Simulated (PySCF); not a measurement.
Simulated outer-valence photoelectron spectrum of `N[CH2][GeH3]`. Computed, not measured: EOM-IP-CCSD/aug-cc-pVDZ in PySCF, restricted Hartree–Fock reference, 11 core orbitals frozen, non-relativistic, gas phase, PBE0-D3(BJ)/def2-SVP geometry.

Each root has a Gaussian of 0.8 eV full width with its one-hole share as area; cross sections and vibrations are left out, and the highest printed point is 100.

(ionisation energy (eV), intensity): (8.2, 0), (8.4, 2), (8.6, 7), (8.8, 18), (9.0, 35), (9.2, 47), (9.4, 45), (9.6, 31), (9.8, 15), (10.0, 5), (10.2, 3), (10.4, 6), (10.6, 17), (10.8, 34), (11.0, 51), (11.2, 62), (11.4, 72), (11.6, 89), (11.8, 100), (12.0, 89), (12.2, 58), (12.4, 27), (12.6, 9), (12.8, 2), (13.0, 1), (13.2, 3), (13.4, 10), (13.6, 24), (13.8, 40), (14.0, 48), (14.2, 41), (14.4, 25), (14.6, 13), (14.8, 11), (15.0, 20), (15.2, 36), (15.4, 48), (15.6, 45), (15.8, 33), (16.0, 26), (16.2, 32), (16.4, 44), (16.6, 48), (16.8, 38), (17.0, 24), (17.2, 19), (17.4, 28), (17.6, 40), (17.8, 44), (18.0, 35), (18.2, 19), (18.4, 8), (18.6, 2), (18.8, 0)

Q: Where are the maxima, and how many lines lie under the curve?

A: 6 maxima, at 9.3, 11.8, 14.0, 15.5, 16.6 and 17.8 eV, from 8 lines. At this width some lines have no maximum of their own.

Q: List the lines with their holes.

A: 
```tsv
E (eV)	leading hole (HF orbital)	area	Koopmans (eV)
9.28	HOMO	0.95	10.39
11.10	HOMO-1	0.95	11.96
11.81	HOMO-2	0.95	12.46
11.91	HOMO-3	0.95	12.51
14.01	HOMO-4	0.95	15.11
15.45	HOMO-5	0.94	16.82
16.56	HOMO-6	0.94	17.80
17.76	HOMO-7	0.88	19.40
```

The widest gap, 2.10 eV, lies between 11.91 and 14.01 eV. Only orbitals with −ε under 21 eV, eight at most, were ionised, so the high end of the curve may lack lines.

Shape of the structure used: `[NH2:1][CH2:2][GeH3:3]`: H–N1–C2–Ge3 -175°, H–N1–C2–Ge3 67°.

One conformer stands for the species.
